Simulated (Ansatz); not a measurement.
Gas-phase electronic energies from Ansatz, PBE0-D4/def2-TZVP geometries. CCSD(T)/CBS adds triple-zeta CCSD(T) − MP2 to the extrapolated MP2 energy (def2 sets, frozen cores). This one scheme is used for every species. DFT in def2-TZVPP. B3LYP here is the variant with VWN-RPA as its local correlation; programs differ in this. One conformer a species, not always the lowest.

Reaction (ligand exchange at the Si–S bond): `CS[Si]O` + `O[SiH3]` → `O[Si]O[SiH3]` + CH₃SH

| level | ΔE (kJ/mol) | difference from CCSD(T)/CBS |
| --- | --- | --- |
| PBE-D4 | -39.1 | 16.3 |
| r2SCAN-D4 | -48.7 | 6.7 |
| ωB97X-V | -59.8 | -4.4 |
| ωB97M-V | -58.9 | -3.5 |
| PBE | -40.3 | 15.1 |
| r2SCAN | -48.8 | 6.6 |
| PBE0 | -45.7 | 9.7 |
| B3LYP | -59.3 | -3.9 |
| HF/def2-TZVPP | -76.9 | -21.5 |
| MP2/def2-TZVPP | -55.9 | -0.5 |
| SCS-MP2/def2-TZVPP | -62.6 | -7.2 |
| CCSD/def2-TZVPP | -64.7 | -9.3 |
| CCSD(T)/def2-TZVPP | -59.9 | -4.5 |
| MP2/def2-QZVPP | -54.1 | 1.3 |
| HF/CBS(def2) | -79.6 | -24.2 |
| MP2/CBS(def2) | -51.4 | 4.0 |
| CCSD(T)/CBS | -55.4 | 0 |

Largest T1 diagnostic among the species: 0.014.

In def2-TZVPP, CCSD(T) changes the Hartree–Fock value by +17.0 kJ/mol (the triples alone add +4.8 kJ/mol) and MP2 by +21.0 kJ/mol. From PBE to PBE0 (25 % exact exchange), in def2-TZVPP and without D4, ΔE moves by −5.5 kJ/mol.
